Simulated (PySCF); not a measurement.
## Electron correlation in N⁺ (nitrogen, charge +1)

[He] 2s2 2p2, high-spin 3P determinant. All numbers are calculated (PySCF 2.14, the spin-free X2C one-electron Hamiltonian (Gaussian nucleus), in x2c-QZVPPall). Frozen: nothing; 6 electrons correlated.

| level | correlation energy (mhartree) |
| --- | --- |
| CCSD | -119.46 |
| (T) | -2.02 |
| CCSD(T) | -121.48 |

Diagnostics: T1 = 0.0054, D1 = 0.0133, largest double amplitude 0.116.

Cost of the coupled-cluster step: of the order of 10 core-seconds, for 6 correlated electrons.

This basis was not built for core-valence correlation, so the inner-shell part is incomplete.
